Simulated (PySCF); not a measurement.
Compound: C₆H₇FO.
SMILES with atom numbers: `[CH2:1]=[CH:2]/[C:3](=[CH:4]/[CH3:5])[C:6](=[O:7])[F:8]` (hydrogens: H9, H10 on C1; H11 on C2; H12 on C4; H13, H14, H15 on C5)

The same species was optimised twice, with GFN2-xTB and with PBE0-D3(BJ)/def2-SVP (PySCF), and the same property calculations (PySCF, gas phase) were run on both structures.

| coordinate | GFN2-xTB | PBE0-D3(BJ)/def2-SVP | change |
| --- | --- | --- | --- |
| C6–F8 (Å) | 1.370 | 1.343 | -0.027 |
| C3–C6 (Å) | 1.466 | 1.484 | +0.018 |
| C1=C2 (Å) | 1.326 | 1.339 | +0.013 |
| C3=C4 (Å) | 1.348 | 1.358 | +0.010 |
| C2–C3 (Å) | 1.463 | 1.468 | +0.005 |
| C4–C5 (Å) | 1.481 | 1.484 | +0.003 |
| C6=O7 (Å) | 1.186 | 1.188 | +0.002 |
| C1–C2–C3 (°) | 125.7 | 129.8 | +4.1 |
| C2–C3–C6 (°) | 119.7 | 122.3 | +2.6 |
| C3–C4–C5 (°) | 127.7 | 130.1 | +2.4 |
| C3–C6–O7 (°) | 129.8 | 127.8 | -2.0 |
| C2–C3–C4 (°) | 120.5 | 118.8 | -1.7 |
| O7–C6–F8 (°) | 117.9 | 119.3 | +1.4 |
| C4–C3–C6 (°) | 119.8 | 118.9 | -0.9 |
| C3–C6–F8 (°) | 112.2 | 112.8 | +0.6 |
| C1–C2–C3–C4 (°) | 158 | 175 | +17 |
| C2–C3–C6–O7 (°) | 151 | 158 | +7 |

Rotational constants: A = 2829, B = 1819, C = 1187 MHz (GFN2-xTB) against A = 2854, B = 1786, C = 1135 MHz (PBE0-D3(BJ)/def2-SVP). Point groups within 0.08 Å: C1 and C1.

On the GFN2-xTB structure: lowest singlet, TDDFT (eV) 4.72 [PBE0/def2-SVPD]; lowest triplet, Tamm–Dancoff (eV) 3.00 [PBE0/def2-SVPD]; isotropic polarisability (au) 79.6 [PBE0/def2-SVPD]; HOMO (eV) -7.23 [PBE0/def2-SVPD]; LUMO (eV) -1.85 [PBE0/def2-SVPD]; dipole (D) 3.35 [PBE0/def2-SVPD]; HOMO (eV) -7.20 [PBE0/pcSseg-1]; LUMO (eV) -1.77 [PBE0/pcSseg-1]; dipole (D) 3.32 [PBE0/pcSseg-1]; GIAO shielding of C1 (ppm) 58.8 [PBE0/pcSseg-1]; GIAO shielding of C2 (ppm) 45.7 [PBE0/pcSseg-1]; GIAO shielding of C3 (ppm) 51.6 [PBE0/pcSseg-1]; GIAO shielding of C4 (ppm) 27.1 [PBE0/pcSseg-1]; GIAO shielding of C5 (ppm) 166.8 [PBE0/pcSseg-1]; GIAO shielding of C6 (ppm) 20.8 [PBE0/pcSseg-1]; GIAO shielding of O7 (ppm) -130.1 [PBE0/pcSseg-1]; GIAO shielding of F8 (ppm) 116.6 [PBE0/pcSseg-1].

Question: What do these properties become on the PBE0-D3(BJ)/def2-SVP structure?

Answer: 
```csv
property,level,on GFN2-xTB,on PBE0-D3(BJ)/def2-SVP,change
"lowest singlet, TDDFT (eV)",PBE0/def2-SVPD,4.72,4.66,-0.06
"lowest triplet, Tamm–Dancoff (eV)",PBE0/def2-SVPD,3.00,2.86,-0.14
isotropic polarisability (au),PBE0/def2-SVPD,79.6,82.0,+2.4
HOMO (eV),PBE0/def2-SVPD,-7.23,-7.13,+0.10
LUMO (eV),PBE0/def2-SVPD,-1.85,-1.89,-0.04
dipole (D),PBE0/def2-SVPD,3.35,3.17,-0.18
"energy, GFN2-xTB geometry as zero (kcal/mol)",PBE0/def2-SVPD,0.0,-1.6,-1.6
HOMO (eV),PBE0/pcSseg-1,-7.20,-7.10,+0.10
LUMO (eV),PBE0/pcSseg-1,-1.77,-1.82,-0.05
dipole (D),PBE0/pcSseg-1,3.32,3.13,-0.19
"energy, GFN2-xTB geometry as zero (kcal/mol)",PBE0/pcSseg-1,0.0,-1.4,-1.4
GIAO shielding of C1 (ppm),PBE0/pcSseg-1,58.8,59.1,+0.3
GIAO shielding of C2 (ppm),PBE0/pcSseg-1,45.7,42.3,-3.4
GIAO shielding of C3 (ppm),PBE0/pcSseg-1,51.6,51.1,-0.5
GIAO shielding of C4 (ppm),PBE0/pcSseg-1,27.1,20.5,-6.6
GIAO shielding of C5 (ppm),PBE0/pcSseg-1,166.8,164.5,-2.3
GIAO shielding of C6 (ppm),PBE0/pcSseg-1,20.8,21.6,+0.8
GIAO shielding of O7 (ppm),PBE0/pcSseg-1,-130.1,-117.2,+12.9
GIAO shielding of F8 (ppm),PBE0/pcSseg-1,116.6,132.6,+16.0
```

The heavy atoms differ by 0.134 Å rms after alignment. Among bonds between heavy atoms C6–F8 changes most (-0.027 Å). Changes are differences of the printed values. Neither structure is proved a minimum here.

Shape of the structure used: `[CH2:1]=[CH:2]/[C:3](=[CH:4]/[CH3:5])[C:6](=[O:7])[F:8]`: C1–C2–C3–C4 175°, C2–C3–C6–O7 158°.
